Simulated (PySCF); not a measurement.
## A survey of $^{33}$S NMR shifts

Non-relativistic Hamiltonian, rapidly exchanging positions averaged, one conformer, gas phase. Structure optimised with GFN2-xTB; shieldings: GIAO PBE0/pcSseg-1; PySCF 2.14.

Shieldings were converted by a linear fit to measured shifts: $^{33}$S: δ = 158.28 − 0.937σ (rms 33.3 ppm, 20 shifts vs sulfate, solution or neat liquid). A few per cent of atoms miss by over 2 rms, more outside the fitted compound classes.

Q: Give the $^{33}$S shifts of `CC(=S)c1cccnc1`, `CC(=S)c1cccnc1`, `C=Nc1cscc1C`.

A: 
```
      compound           environment  δ (ppm)
CC(=S)c1cccnc1         thione sulfur      652
CC(=S)c1cccnc1         thione sulfur      652
   C=Nc1cscc1C  aromatic ring sulfur     -135
```

Q: Order these by $^{33}$S shift, lowest first.
A. CSc1ccccn1
B. CSc1pcc(C=O)cp1
C. COS(=O)OC
D. CC(=S)c1cccnc1
E. C1=C[SiH2]C(c2cccs2)=C1

A: A (-271 ppm, sulfide sulfur), B (-178 ppm, sulfide sulfur), E (-114 ppm, aromatic ring sulfur), C (134 ppm, sulfur bonded to 3 O), D (652 ppm, thione sulfur).
